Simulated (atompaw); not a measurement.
## u(r) = r·R(r): atom against pseudo-atom (Bi)

Columns: radius, all-electron u(r) and pseudo u(r) of the 5p shell (level -95.86 eV) of bismuth in the configuration [Kr] 4d10 4f14 5s2 5p6 5d10 6s2 6p3; PBE, scalar-relativistic, PAW (atompaw) scheme, atompaw 4.2.0.5.

| r (bohr) | all-electron | pseudo |
| --- | --- | --- |
| 0.071 | 0.0377 | 0.0198 |
| 0.142 | 0.4274 | 0.0777 |
| 0.213 | -0.1552 | 0.1696 |
| 0.285 | -0.6237 | 0.2909 |
| 0.356 | -0.6192 | 0.4296 |
| 0.427 | -0.2976 | 0.5776 |
| 0.498 | 0.1339 | 0.7247 |
| 0.569 | 0.5394 | 0.8608 |
| 0.640 | 0.8559 | 0.9772 |
| 0.712 | 1.0700 | 1.0677 |
| 0.783 | 1.1847 | 1.1249 |
| 0.854 | 1.2216 | 1.1482 |
| 0.925 | 1.2011 | 1.1381 |
| 0.996 | 1.1417 | 1.0981 |
| 1.067 | 1.0584 | 1.0335 |
| 1.138 | 0.9626 | 0.9511 |
| 1.210 | 0.8613 | 0.8574 |
| 1.281 | 0.7626 | 0.7618 |
| 1.352 | 0.6690 | 0.6690 |
| 1.423 | 0.5824 | 0.5824 |
| 1.494 | 0.5038 | 0.5038 |
| 1.565 | 0.4334 | 0.4334 |
| 1.637 | 0.3706 | 0.3706 |
| 1.708 | 0.3163 | 0.3163 |
| 1.779 | 0.2691 | 0.2691 |
| 1.850 | 0.2284 | 0.2284 |

**Question.** How many radial nodes do the two functions have?

**Answer.** The all-electron 5p function has n − l − 1 = 3 (the table is too coarse to show those close to the nucleus); the pseudo-wave has 0, since the states of the same l below it are removed with the core.

**Question.** At about which radius was the pseudo-wave matched?

**Answer.** 1.45 bohr. The columns agree to 0.0005 from 1.35 bohr on; several derivatives are matched, so the curves merge somewhat inside the radius.

**Question.** Is the pseudo-wave norm-conserving?

**Answer.** No, it belongs to a PAW set: the norm inside the radius is not constrained, and the difference is carried by the augmentation charge.
